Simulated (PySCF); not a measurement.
Al(Me)(F)2 (CH₃AlF₂), SMILES [F][Al]([F])[CH3].

Geometry optimised at B3LYP-D3(BJ)/def2-SVP. The isomer is the one that the SMILES or the coordinates give; other isomers of the formula were not compared.

Two levels are set side by side: TDA-PBE/def2-SVPD (PySCF) and TDA-B3LYP/def2-SVPD (PySCF). Vertical, same geometry. The lowest singlet is HOMO→LUMO 95 % with PBE and HOMO→LUMO 97 % with the other functional; states are paired by order. Differences are taken from unrounded values.

```json
[
 {"quantity": "lowest singlet excitation (eV)", "TDA-B3LYP": "7.37", "TDA-PBE": "6.96", "TDA-PBE minus TDA-B3LYP": "-0.40"},
 {"quantity": "lowest triplet excitation (TDA) (eV)", "TDA-B3LYP": "6.50", "TDA-PBE": "6.15", "TDA-PBE minus TDA-B3LYP": "-0.35"},
 {"quantity": "first bright state (f over 0.05) (eV)", "TDA-B3LYP": "7.37", "TDA-PBE": "6.96", "TDA-PBE minus TDA-B3LYP": "-0.40"},
 {"quantity": "its oscillator strength", "TDA-B3LYP": "0.22", "TDA-PBE": "0.20", "TDA-PBE minus TDA-B3LYP": "-0.02"}
]
```

A lower first singlet is the usual sign of a functional without exact exchange. Differences between two approximate levels are no errors against the true value.

Rough cost on one machine, each run with all the roots and properties that it gave: TDA-B3LYP against TDA-PBE about 2 times.
